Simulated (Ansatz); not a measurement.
Geometry optimisation, RKS PBE0/def2-SVP in Ansatz.

The input (input.yaml):

```yaml
crystal:
  periodic: [false, false, false]
  atoms:
    - { symbol: Ge, position_ang: [-0.063853, 0.173248, -0.961183] }
    - { symbol: O, position_ang: [1.265897, 0.170571, 1.671482] }
    - { symbol: H, position_ang: [0.671127, -0.488211, 2.050758] }
    - { symbol: H, position_ang: [1.789404, -0.344271, 1.017339] }
    - { symbol: F, position_ang: [-1.335656, 1.355356, -0.693692] }
    - { symbol: H, position_ang: [-0.81502, -1.041993, -0.201504] }
basis:
  gaussian: { orbitals: def2-SVP }
hamiltonian:
  xc: pbe0
relax:
  f_tol: 0.03
  max_steps: 50
```

Command:

```bash
$ ansatz run input.yaml --threads 1 --pin off --max-ram 2048MiB --backend cpu --events-out ev --progress --plain --runs-dir out
```

Where does it end, and by what steps?

It converged. After 19 steps the energy has fallen by 0.555 eV; H3 moved furthest, 1.24 Å. Joined: Ge1–O2 (2.95 → 2.23 Å).

```tsv
step	energy less start (eV)	largest force component (eV/Å)	accepted
0	0.0000	1.145	yes
1	-0.1083	2.120	yes
2	-0.1874	2.111	yes
3	-0.3267	0.750	yes
4	-0.3886	0.434	yes
5	-0.3993	0.221	yes
6	-0.4071	0.106	yes
7	-0.4095	0.227	yes
8	-0.4117	0.422	yes
9	-0.4201	0.359	yes
10	-0.4392	0.273	yes
11	-0.4437	1.005	yes
12	-0.4855	0.834	yes
13	-0.5353	0.131	yes
14	-0.5479	0.130	yes
15	-0.5501	0.341	yes
16	-0.5537	0.064	yes
17	-0.5547	0.063	yes
18	-0.5553	0.032	yes
19	-0.5553	0.016	yes
```

```xyz
6
Properties=species:S:1:pos:R:3
Ge 0.016 0.201 -0.855
O 1.240 0.130 1.009
H 0.512 0.597 1.464
H 1.222 -0.766 1.373
F -1.067 0.978 0.369
H -0.411 -1.315 -0.477
```

The run took 54 s on 1 thread of Arm Neoverse V1, on a shared host, peak memory 0.16 GiB.
